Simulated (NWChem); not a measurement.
System: C₄H₂F₂O; SMILES c1cc(c(F)o1)F

Input file for NWChem:

```
start job
memory heap 200 mb stack 900 mb global 1100 mb
geometry units angstroms noautoz
  F     -0.636825     1.959787     0.000000
  C     -0.464364     0.650184     0.000000
  C     -1.483919    -0.349009     0.000000
  C     -0.822947    -1.538711     0.000000
  O      0.519082    -1.335674     0.000000
  C      0.720621    -0.018922     0.000000
  F      1.961464     0.382243     0.000000
  H     -2.558792    -0.184949     0.000000
  H     -1.148286    -2.574530     0.000000
end
basis spherical
  * library 3-21g
end
dft
  xc xtpss03 ctpss03
  iterations 150
  mulliken
end
task dft energy
```

Structure relaxed at the PBE0/def2-SVP level.

Q: What results follow from this input? (TPSS/3-21G.) Quantities: basis functions; energy (Ha); highest occupied level (eV); orbital gap (eV); dipole (D).

A: 
```
Property                      Result
---------------------------  -------
number of basis functions         67
energy (Ha)                  -426.18
highest occupied level (eV)    -5.36
orbital gap (eV)                5.01
dipole (D)                      1.75
```
